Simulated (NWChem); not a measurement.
System: C$_{2}$H$_{5}$FOSi; SMILES O=CC[SiH2]F

Input file for NWChem:

```
start job
memory heap 200 mb stack 900 mb global 1100 mb
geometry units angstroms noautosym nocenter noautoz
  O      0.273392    -2.364889     0.528821
  C      0.377843    -1.533846    -0.347377
  C     -0.669015    -0.498567    -0.661819
  Si    -0.412813     1.113099     0.301640
  F      0.959699     1.816689    -0.184039
  H      1.299772    -1.475163    -0.967300
  H     -0.677171    -0.263538    -1.733677
  H     -1.655083    -0.880841    -0.366736
  H     -0.317644     0.830332     1.752906
  H     -1.544071     2.029195     0.009264
end
basis spherical
  O library sto-3g
  C library sto-3g
  Si library sto-3g
  F library sto-3g
  H library sto-3g
end
dft
  xc hfexch
  iterations 150
end
property
  shielding
end
task dft property
```

Output (shortened):

```
             Northwest Computational Chemistry Package (NWChem) 7.3.0
             --------------------------------------------------------

                             Geometry "geometry" -> ""
                             -------------------------

 Output coordinates in angstroms (scale by  1.889725989 to convert to a.u.)

  No.       Tag          Charge          X              Y              Z
 ---- ---------------- ---------- -------------- -------------- --------------
    1 O                    8.0000     0.27339200    -2.36488900     0.52882100
    2 C                    6.0000     0.37784300    -1.53384600    -0.34737700
    3 C                    6.0000    -0.66901500    -0.49856700    -0.66181900
    4 Si                  14.0000    -0.41281300     1.11309900     0.30164000
    5 F                    9.0000     0.95969900     1.81668900    -0.18403900
    6 H                    1.0000     1.29977200    -1.47516300    -0.96730000
    7 H                    1.0000    -0.67717100    -0.26353800    -1.73367700
    8 H                    1.0000    -1.65508300    -0.88084100    -0.36673600
    9 H                    1.0000    -0.31764400     0.83033200     1.75290600
   10 H                    1.0000    -1.54407100     2.02919500     0.00926400

 Effective nuclear repulsion energy (a.u.)     220.7001549319

  xc_inp: hfexch multiplicative factor not found.
                              NWChem Property Module
                              ----------------------

  itol2e modified to match energy
  convergence criterion.

                                 NWChem DFT Module
                                 -----------------

 Summary of "ao basis" -> "ao basis" (spherical)
 ------------------------------------------------------------------------------
       Tag                 Description            Shells   Functions and Types
 ---------------- ------------------------------  ------  ---------------------
 O                           sto-3g                  3        5   2s1p
 C                           sto-3g                  3        5   2s1p
 Si                          sto-3g                  5        9   3s2p
 F                           sto-3g                  3        5   2s1p
 H                           sto-3g                  1        1   1s

  itol2e modified to match energy
  convergence criterion.

            General Information
            -------------------
          SCF calculation type: DFT
          Wavefunction type:  closed shell.
          No. of atoms     :    10
          No. of electrons :    48
           Alpha electrons :    24
            Beta electrons :    24
          Charge           :     0
          Spin multiplicity:     1
          Use of symmetry is: off; symmetry adaption is: off
          Maximum number of iterations: 150
          AO basis - number of functions:    34
                     number of shells:    22
          Convergence on energy requested:  1.00D-07
          Convergence on density requested:  1.00D-05
          Convergence on gradient requested:  5.00D-04

              XC Information
              --------------
                     Hartree-Fock (Exact) Exchange  1.000

      Superposition of Atomic Density Guess
      -------------------------------------

 Sum of atomic energies:        -533.91958805

      Non-variational initial energy
      ------------------------------

 Total energy =    -534.316140
 1-e energy   =   -1186.067004
 2-e energy   =     431.050709
 HOMO         =      -0.142019
 LUMO         =       0.205221

   convergence    iter        energy       DeltaE   RMS-Dens  Diis-err
 ---------------- ----- ----------------- --------- --------- ---------
 d= 0,ls=0.0,diis     1   -535.0076394823 -7.56D+02  4.19D-02  9.36D-01
 d= 0,ls=0.0,diis     2   -535.1401153284 -1.32D-01  1.62D-02  4.72D-01
 d= 0,ls=0.0,diis     3   -535.1998647763 -5.97D-02  3.92D-03  6.08D-03
 d= 0,ls=0.0,diis     4   -535.2021223352 -2.26D-03  1.83D-03  1.20D-03
 d= 0,ls=0.0,diis     5   -535.2025038381 -3.82D-04  6.70D-04  1.18D-04
  Resetting Diis
 d= 0,ls=0.0,diis     6   -535.2025453398 -4.15D-05  1.31D-04  4.57D-06
 d= 0,ls=0.0,diis     7   -535.2025467909 -1.45D-06  1.67D-05  1.59D-07
 d= 0,ls=0.0,diis     8   -535.2025468429 -5.19D-08  9.67D-06  3.18D-08

         Total DFT energy =     -535.202546842850
      One electron energy =    -1183.368978777029
           Coulomb energy =      478.754427251160
    Exchange-Corr. energy =      -51.288150248929
 Nuclear repulsion energy =      220.700154931948

 Numeric. integr. density =        0.000000000000

                       DFT Final Molecular Orbital Analysis
                       ------------------------------------

 Vector   22  Occ=2.000000D+00  E=-3.933027D-01
              MO Center=  3.2D-02,  1.5D+00,  3.2D-01, r^2= 2.6D+00
   Bfn.  Coefficient  Atom+Function         Bfn.  Coefficient  Atom+Function
  ----- ------------  ---------------      ----- ------------  ---------------
    29      0.511899   5 F  pz               33     -0.424415   9 H  s
    34      0.406403  10 H  s                27      0.339437   5 F  px
    28     -0.337712   5 F  py               24     -0.179726   4 Si pz
    22     -0.116953   4 Si px               23      0.117037   4 Si py
    20      0.080995   4 Si pz                3     -0.080451   1 O  px

 Vector   23  Occ=2.000000D+00  E=-3.616609D-01
              MO Center= -1.1D-02, -5.3D-01, -1.4D-02, r^2= 3.8D+00
   Bfn.  Coefficient  Atom+Function         Bfn.  Coefficient  Atom+Function
  ----- ------------  ---------------      ----- ------------  ---------------
     4      0.366131   1 O  py                5      0.363580   1 O  pz
    28     -0.322823   5 F  py               15     -0.275825   3 C  pz
    14     -0.270132   3 C  py               29     -0.251121   5 F  pz
    13     -0.216566   3 C  px               23      0.199301   4 Si py
    12     -0.196998   3 C  s                33      0.191879   9 H  s

 Vector   24  Occ=2.000000D+00  E=-3.265127D-01
              MO Center=  1.8D-01, -1.6D+00,  5.8D-02, r^2= 2.7D+00
   Bfn.  Coefficient  Atom+Function         Bfn.  Coefficient  Atom+Function
  ----- ------------  ---------------      ----- ------------  ---------------
     3      0.758545   1 O  px               14     -0.347244   3 C  py
    30     -0.336368   6 H  s                 4     -0.207114   1 O  py
    13      0.175638   3 C  px               34      0.166914  10 H  s
    28     -0.148877   5 F  py                8     -0.144411   2 C  px
    23      0.138362   4 Si py                9      0.126115   2 C  py

[...]

          -----------------------------------------
          Chemical Shielding Tensors (GIAO, in ppm)
          -----------------------------------------

                                NWChem CPHF Module
                                ------------------

  scftype          =     RHF
  nclosed          =       24
  nopen            =        0
  variables        =      240
  # of vectors     =        3
  tolerance        = 0.10D-03
  level shift      = 0.00D+00
  max iterations   =       50
  max subspace     =       30

 SCF residual:    1.3656737449480684E-004

Iterative solution of linear equations
  No. of variables      240
  No. of equations        3
  Maximum subspace       30
        Iterations       50
       Convergence  1.0D-04

   iter   nsub   residual    time
   ----  ------  --------  ---------
     1      3    1.83D+00       7.8
     2      6    8.07D-01       8.6
     3      9    1.76D-01       9.3
     4     12    2.76D-02       9.7
     5     15    4.03D-03      10.2
     6     18    8.18D-04      10.6
     7     21    1.83D-04      11.0
     8     24    2.83D-05      11.5

      Atom:    1  O
        Diamagnetic
    369.8519      2.8455      0.3023
      2.8455    393.7546    -17.9391
      0.3023    -17.9391    392.3864

        Paramagnetic
   -633.1400    175.5371    304.7175
    175.5371   -736.7770    715.8999
    304.7175    715.8999   -758.9408

        Total Shielding Tensor
   -263.2880    178.3826    305.0197
    178.3826   -343.0223    697.9609
    305.0197    697.9609   -366.5544

           isotropic =    -324.2882
          anisotropy =   -1110.6652

          Principal Components and Axis System
                 1           2           3
            -1064.7317    497.3131   -405.4462

      1        -0.1275      0.4115      0.9025
      2        -0.6731      0.6324     -0.3834
      3         0.7285      0.6563     -0.1964

      Atom:    2  C
        Diamagnetic
    255.5796     -7.8335     -2.1680
     -7.8335    259.2266     -8.3002
     -2.1680     -8.3002    251.6797

        Paramagnetic
   -261.9369     70.4007     62.7821
     70.4007   -115.3962     13.3281
     62.7821     13.3281   -106.8024

        Total Shielding Tensor
     -6.3573     62.5672     60.6141
     62.5672    143.8303      5.0279
     60.6141      5.0279    144.8773

           isotropic =      94.1168
          anisotropy =     141.3463

          Principal Components and Axis System
                 1           2           3
              188.3477    139.3375    -45.3348

      1         0.4084     -0.0066      0.9128
      2         0.6467     -0.7036     -0.2944
      3         0.6442      0.7105     -0.2831

      Atom:    3  C
        Diamagnetic
    246.3371     -3.9328      1.9814
     -3.9328    252.9787      1.7487
      1.9814      1.7487    243.6991

        Paramagnetic
     -5.1553    -10.1620      9.6385
    -10.1620    -29.9934      1.5396
      9.6385      1.5396    -27.1839

        Total Shielding Tensor
    241.1818    -14.0948     11.6199
    -14.0948    222.9853      3.2883
     11.6199      3.2883    216.5152

           isotropic =     226.8941
          anisotropy =      36.3725

          Principal Components and Axis System
                 1           2           3
              251.1424    222.9604    206.5795

      1         0.8762      0.1542     -0.4566
      2        -0.4088      0.7395     -0.5348
      3         0.2552      0.6553      0.7110

      Atom:    4  Si
        Diamagnetic
    867.0207      2.3156     -1.5182
      2.3156    869.2918      1.8311
     -1.5182      1.8311    864.0475

        Paramagnetic
   -253.1749     37.3957    -22.0415
     37.3957   -271.2883      4.8473
    -22.0415      4.8473   -291.5718

        Total Shielding Tensor
    613.8457     39.7113    -23.5597
     39.7113    598.0035      6.6784
    -23.5597      6.6784    572.4756

           isotropic =     594.7750
          anisotropy =      81.5462

          Principal Components and Axis System
                 1           2           3
              649.1391    587.4861    547.6996

      1         0.7872     -0.2873     -0.5457
      2         0.5864      0.6226      0.5182
      3        -0.1908      0.7279     -0.6586

      Atom:    5  F
        Diamagnetic
    473.6106     18.0006    -11.4444
     18.0006    451.7991     -5.4646
    -11.4444     -5.4646    444.3610

        Paramagnetic
     23.6299   -110.2350     75.0697
   -110.2350    193.0005     48.1450
     75.0697     48.1450    218.7866

        Total Shielding Tensor
    497.2405    -92.2345     63.6253
    -92.2345    644.7996     42.6803
     63.6253     42.6803    663.1477

           isotropic =     601.7292
          anisotropy =     145.6282

          Principal Components and Axis System
                 1           2           3
              698.8147    678.0079    428.3651

      1        -0.1366      0.5057      0.8519
      2         0.7472     -0.5121      0.4237
      3         0.6505      0.6943     -0.3079

      Atom:    6  H
        Diamagnetic
     37.1375     -1.8636     -7.8502
     -1.8636     26.8277     -0.3190
     -7.8502     -0.3190     29.0913

        Paramagnetic
    -13.5293      0.5400      8.8668
      0.5400     -2.9417      3.7568
      8.8668      3.7568     -7.8803

        Total Shielding Tensor
     23.6082     -1.3235      1.0166
     -1.3235     23.8860      3.4378
      1.0166      3.4378     21.2109

           isotropic =      22.9017
          anisotropy =       5.1710

          Principal Components and Axis System
                 1           2           3
               26.3491     23.9805     18.3756

      1        -0.2106      0.9330     -0.2918
      2         0.8312      0.0138     -0.5557
      3         0.5145      0.3596      0.7785

      Atom:    7  H
        Diamagnetic
     25.1979     -0.8021      1.9325
     -0.8021     27.7172     -1.6957
      1.9325     -1.6957     40.4051

        Paramagnetic
      1.8637      0.9427     -0.6261
      0.9427      0.6632      1.7455
     -0.6261      1.7455     -1.8021

        Total Shielding Tensor
     27.0616      0.1406      1.3064
      0.1406     28.3804      0.0498
      1.3064      0.0498     38.6030

           isotropic =      31.3484
          anisotropy =      11.1017

          Principal Components and Axis System
                 1           2           3
               38.7495     28.3922     26.9034

      1         0.1112      0.0893      0.9898
      2         0.0063      0.9959     -0.0905
      3         0.9938     -0.0163     -0.1101

      Atom:    8  H
        Diamagnetic
     39.1940      4.0887     -1.8329
      4.0887     29.2950     -0.4007
     -1.8329     -0.4007     24.6499

        Paramagnetic
     -2.3671      0.3694      0.5757
      0.3694      0.6929      0.2028
      0.5757      0.2028      2.1232

        Total Shielding Tensor
     36.8270      4.4581     -1.2572
      4.4581     29.9878     -0.1979
     -1.2572     -0.1979     26.7730

           isotropic =      31.1959
          anisotropy =      11.9242

          Principal Components and Axis System
                 1           2           3
               39.1454     27.9025     26.5400

      1         0.8940     -0.3954      0.2110
      2         0.4373      0.8725     -0.2181
      3        -0.0978      0.2872      0.9528

      Atom:    9  H
        Diamagnetic
     26.4839     -0.0427      0.2408
     -0.0427     28.5874     -0.6881
      0.2408     -0.6881     40.2558

        Paramagnetic
      0.8181      0.6114     -0.5098
      0.6114      0.0182      0.0973
     -0.5098      0.0973     -2.6781

        Total Shielding Tensor
     27.3020      0.5687     -0.2690
      0.5687     28.6056     -0.5908
     -0.2690     -0.5908     37.5777

           isotropic =      31.1618
          anisotropy =       9.6956

          Principal Components and Axis System
                 1           2           3
               37.6255     28.7713     27.0886

      1        -0.0297      0.3483      0.9369
      2        -0.0672      0.9345     -0.3495
      3         0.9973      0.0733      0.0043

      Atom:   10  H
        Diamagnetic
     34.8261     -6.5261      1.3686
     -6.5261     33.6808     -0.8194
      1.3686     -0.8194     27.0021

        Paramagnetic
     -1.4986      2.0829     -0.7573
      2.0829     -1.5598      0.5682
     -0.7573      0.5682      0.1961

        Total Shielding Tensor
     33.3275     -4.4432      0.6113
     -4.4432     32.1210     -0.2512
      0.6113     -0.2512     27.1982

           isotropic =      30.8823
          anisotropy =       9.5475

          Principal Components and Axis System
                 1           2           3
               37.2472     28.2805     27.1190

      1         0.7527      0.6365     -0.1683
      2        -0.6554      0.7486     -0.1002
      3         0.0622      0.1857      0.9806
```

Level: Hartree-Fock/STO-3G, GIAO. STO-3G and 3-21G are far too small for this property and stand as cheap habits. Structure relaxed at the B3LYP/6-31G* (spherical d) level. The printed shielding anisotropy is the first printed principal value minus the mean of the other two.
